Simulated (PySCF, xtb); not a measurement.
HISeTe, SMILES [SeH][Te]I. The values are those of a single conformer.

Harmonic wavenumbers (cm⁻¹) from GFN2-xTB run with xtb at its own minimum, in rising order: 73, 231, 247, 261, 652, 1971.

Problem. What does B3LYP-D3(BJ)/def2-SVP in PySCF give at its own minimum? (An estimate is asked for; the answer gives what the named calculation found.)

Solution. 69, 186, 239, 297, 690, 2374. Paired by order, the mean absolute difference is 89 cm⁻¹ and the zero-point energies are 4.9 and 5.5 kcal/mol.
